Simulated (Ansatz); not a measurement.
Reactions of `CCCCCCBr`.

Computed with Ansatz on PBE0-D4/def2-TZVP structures; ΔE is electronic, products minus reactants. CCSD(T)/CBS adds triple-zeta CCSD(T) − MP2 to the extrapolated MP2 energy (def2 sets, frozen cores). This one scheme is used for every species, atoms too. For atomizations the MP2-based limit and the directly extrapolated one differ by several kJ/mol either way, and by 10 to 25 for some Ge, Se and Sn compounds, so smaller differences from it don't rank the levels. Functionals use def2-TZVPP. B3LYP here is the variant with VWN-RPA as its local correlation; programs differ in this. Open shells (•) are unrestricted, without spin–orbit coupling. Spin–orbit coupling would lower the free atoms: a little for C; clearly for Br. For Br outer-core shells are correlated without core-valence functions, so the limit isn't a true one: a few kJ/mol of doubt a bond, and 10 to 20 or more in all where bonds break to atoms. Scalar relativity is left out up to krypton. Each species was taken in one conformer, which may not be the lowest.

```json
{"reaction": "`CCCCCCBr` + H₂ → `CCCCCC` + HBr", "MP2/CBS(def2) (eV)": "-0.55", "B3LYP-D4 (eV)": "-0.64", "CCSD/CBS(def2) (eV)": "-0.66"}
{"reaction": "`CCCCCCBr` + `CCCCCS` → `CCCCCSCCCCC` + `CBr`", "MP2/CBS(def2) (eV)": "0.11", "B3LYP-D4 (eV)": "0.10", "CCSD/CBS(def2) (eV)": "0.17"}
{"reaction": "`CCCCCCBr` → `CCCCCBr` + `[CH2]` (triplet)", "MP2/CBS(def2) (eV)": "4.65", "B3LYP-D4 (eV)": "4.42", "CCSD/CBS(def2) (eV)": "4.41"}
{"reaction": "`CCCCCCBr` + `OC1NCS1` → `CN1CSC1O` + `CCCCCBr`", "MP2/CBS(def2) (eV)": "-0.10", "B3LYP-D4 (eV)": "-0.12", "CCSD/CBS(def2) (eV)": "-0.06"}
{"reaction": "`CCCCCCBr` + `CCCC` → `CCCCCCCBr` + `CCC`", "MP2/CBS(def2) (eV)": "0.01", "B3LYP-D4 (eV)": "0.02", "CCSD/CBS(def2) (eV)": "0.03"}
{"reaction": "`CCCCCCBr` + HBr → `BrCBr` + `CCCCC`", "MP2/CBS(def2) (eV)": "0.43", "B3LYP-D4 (eV)": "0.37", "CCSD/CBS(def2) (eV)": "0.46"}
{"reaction": "`CCCCCCBr` + HBr → `BrCCBr` + `CCCC`", "MP2/CBS(def2) (eV)": "0.12", "B3LYP-D4 (eV)": "0.08", "CCSD/CBS(def2) (eV)": "0.15"}
{"reaction": "`CCCCCCBr` → Br• + 6 C• + 13 H•", "MP2/CBS(def2) (eV)": "81.45", "B3LYP-D4 (eV)": "80.58", "CCSD/CBS(def2) (eV)": "79.70"}
{"reaction": "`CCCCCCBr` + `CCC` → `CCCCC(C)C` + `CCBr`", "MP2/CBS(def2) (eV)": "-0.03", "B3LYP-D4 (eV)": "-0.01", "CCSD/CBS(def2) (eV)": "-0.02"}
{"reaction": "`CCCCCCBr` + HCl → `CCCCCl` + `CCBr`", "MP2/CBS(def2) (eV)": "0.20", "B3LYP-D4 (eV)": "0.12", "CCSD/CBS(def2) (eV)": "0.20"}
```

Problem. Give the CCSD(T)/CBS values in the same order. (Estimate.)

Solution. The calculation gave: -0.61, 0.14, 4.52, -0.08, 0.02, 0.45, 0.15, 80.67, -0.03, 0.20 eV.

Largest T1 diagnostic: 0.012, for `OC1NCS1`.
